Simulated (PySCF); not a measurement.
## Frontier orbitals and the lowest excitations

Compound: CH₉NSi₂.
Cartesian coordinates in Å at the PBE0-D3(BJ)/def2-SVP level; atoms count from 1:
```xyz
13
CH9NSi2 angstrom
C      2.2147    0.0453   -0.7748
Si     0.6054   -0.7778   -0.2339
Si    -1.2533    0.5865   -0.6644
N     -2.6243   -0.0916    0.1626
H      2.3465    1.0135   -0.2685
H      3.0795   -0.5909   -0.5322
H      2.2162    0.2243   -1.8609
H      0.6483   -1.0575    1.2406
H      0.4389   -2.0958   -0.9264
H     -1.5772    0.6178   -2.1259
H     -0.8887    2.0032   -0.2948
H     -2.5293   -0.3283    1.1443
H     -3.5474    0.2892   -0.0180
```

Computed, not measured: TDDFT wB97X-D/def2-SVPD, vertical, gas phase, core orbitals frozen in the response (PySCF 2.14.0, density-fitted response routines).

Kohn–Sham orbitals with the atoms that hold most of them (Löwdin shares over 4%, at most four atoms; ? is withheld):

```csv
orbital,ε (eV),atoms
LUMO+2,2.52,"Si3 34%, Si2 24%, H11 13%, H9 9%"
LUMO+1,2.14,"Si2 30%, Si3 23%, C1 9%, H9 7%"
LUMO,?,?
HOMO,-9.10,"N4 40%, Si3 20%, Si2 12%, H11 12%"
HOMO-1,-9.92,?
HOMO-2,-10.99,"Si2 30%, H9 25%, C1 19%, Si3 7%"
HOMO-3,-11.08,"Si2 30%, C1 26%, H8 23%, H7 6%"
```

Q: Give the leading atoms of the HOMO-1.

A: Si3 (bonded to N, Si and 2 H) 26%; N4 (bonded to Si and 2 H) 25%; Si2 (bonded to C, Si and 2 H) 20%; H10 (bonded to Si) 9%. By element: silicon 46%, nitrogen 25%, hydrogen 9% or more.

Q: Which atoms hold the LUMO, and with what shares?

A: Si3 (bonded to N, Si and 2 H) 26%; Si2 (bonded to C, Si and 2 H) 18%; N4 (bonded to Si and 2 H) 9%; C1 (bonded to Si and 3 H) 8%. By element: silicon 43%, nitrogen 9%, carbon 8%.

Q: What is the LUMO energy, and the HOMO–LUMO gap?

A: ε(LUMO) = 1.53 eV; the gap is 10.62 eV (0.3904 hartree).

Q: The HOMO–LUMO gap is 10.62 eV. Where does the response calculation put the lowest singlet, and from which orbitals?

A: S1 is at 6.03 eV (f = 0.0069), 4.60 eV below the gap, made of HOMO→LUMO (89%). 

Q: Give energy, strength and leading configuration of S1 and S2, and follow the Löwdin shares of the leading atoms from the occupied to the empty orbital.

A: 
- S1 (6.03 eV, f 0.0069), HOMO→LUMO (89%): N4 40% → 9%, Si3 20% → 26%, Si2 12% → 18%
- S2 (6.93 eV, f 0.039), HOMO-1→LUMO (76%): Si3 26% → 26%, N4 25% → 9%, Si2 20% → 18%

Löwdin shares depend on the basis, the more so with diffuse functions.

One conformer stands for the species.
